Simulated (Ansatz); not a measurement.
Basis sets compared for Cu2Br. Charge 0, multiplicity 2. Geometry PBE0-D4/def2-TZVP. Ansatz on 4 threads of Arm Neoverse V2 on a shared host; times are rough, and most runs start from earlier orbitals.

Cartesian coordinates in Å:
```
Cu 1.031 0.272 0.874
Cu -1.051 0.885 -0.108
Br 0.021 -1.158 -0.766
```

The structure comes from a short search, and lower isomers may exist.

Binding counts from free atoms (Cu doublet, Br doublet) in the same basis, without a counterpoise term.

```json
{"level": "PBE-D4/def2-SVP", "functions": "94", "energy (Eh)": "-5853.5634", "HOMO (eV)": "-3.85", "LUMO (eV)": "-3.29", "binding per atom (eV)": "1.87", "wall time": "1.7 s"}
{"level": "PBE-D4/def2-TZVP", "functions": "138", "energy (Eh)": "-5854.3864", "HOMO (eV)": "-4.35", "LUMO (eV)": "-3.75", "binding per atom (eV)": "1.60", "wall time": "2.8 s"}
{"level": "r2SCAN-D4/def2-TZVP", "functions": "138", "energy (Eh)": "-5855.2091", "HOMO (eV)": "-4.49", "LUMO (eV)": "-3.40", "binding per atom (eV)": "1.64", "wall time": "7 s"}
{"level": "PBE0-D4/def2-SVP", "functions": "94", "energy (Eh)": "-5853.6633", "HOMO (eV)": "-4.54", "LUMO (eV)": "-2.33", "binding per atom (eV)": "1.69", "wall time": "2.8 s"}
{"level": "PBE0-D4/def2-TZVP", "functions": "138", "energy (Eh)": "-5854.4653", "HOMO (eV)": "-4.95", "LUMO (eV)": "-2.71", "binding per atom (eV)": "1.50", "wall time": "4.3 s"}
```

Task: Estimate the rows for PBE-D4/def2-TZVPD, r2SCAN-D4/def2-TZVPD, PBE0-D4/def2-TZVPD.

Result: 
| level | functions | energy (Eh) | HOMO (eV) | LUMO (eV) | binding per atom (eV) | wall time |
| --- | --- | --- | --- | --- | --- | --- |
| PBE-D4/def2-TZVPD | 153 | -5854.3892 | -4.43 | -3.82 | 1.62 | 3.8 s |
| r2SCAN-D4/def2-TZVPD | 153 | -5855.2119 | -4.58 | -3.47 | 1.66 | 8.5 s |
| PBE0-D4/def2-TZVPD | 153 | -5854.4683 | -5.03 | -2.79 | 1.52 | 5.5 s |
